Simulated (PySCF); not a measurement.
SMILES O=C(CC(=O)C)C (GFN2-xTB optimised geometry):

```
15

C      1.318    -0.781     1.371
C      0.712    -0.799     0.000
O      1.342    -0.763    -1.025
C     -0.811    -0.799     0.000
C     -1.198     0.675     0.000
C     -1.308     1.271    -1.370
O     -1.342     1.288     1.025
H      1.141    -1.738     1.859
H      2.387    -0.600     1.314
H      0.834    -0.006     1.963
H     -1.178    -1.288    -0.901
H     -1.192    -1.279     0.899
H     -1.398     2.352    -1.311
H     -0.429     0.995    -1.950
H     -2.184     0.865    -1.874
```

Calculation: PBE0/def2-TZVP (PySCF).

Problem. What are the frontier orbital energies and the dipole moment?

Solution. HOMO-2 -10.43 eV, HOMO-1 -7.78 eV, HOMO -7.39 eV, LUMO -1.30 eV, LUMO+1 0.16 eV; dipole moment 1.65 D.

Meta-Löwdin charges at PBE0/def2-TZVP: C1 -0.40, C2 0.41, O3 -0.41, C4 -0.32, C5 0.41, C6 -0.40, O7 -0.41, H8 0.14, H9 0.14, H10 0.15, H11 0.14, H12 0.14, H13 0.14, H14 0.15, H15 0.14.
